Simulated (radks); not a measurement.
Q: These are the eigenvalues of the occupied orbitals of an atom or ion with whole-number occupations (Ry). All-electron calculation, non-relativistic Kohn-Sham, LB94 model potential, spin-polarised, spherical densities, point nucleus. Program: a radial shooting solver on a logarithmic mesh with Libxc functionals.

orbital  eigenvalue
1s        -1216.722
2s        -285.0358

Which element is it, and in what charge state? The configuration may be excited. Open shells, if any, are filled with parallel spins first.

A: Z = 36, krypton, charge +32: Kr32+ in [He] 2s2. The 1s level, -608.36 hartree, gives Z - s = 34.9 by -(Z - s)^2/2, which with screening narrows Z to a few neighbours, and with so few levels the electron count can be read from the list.
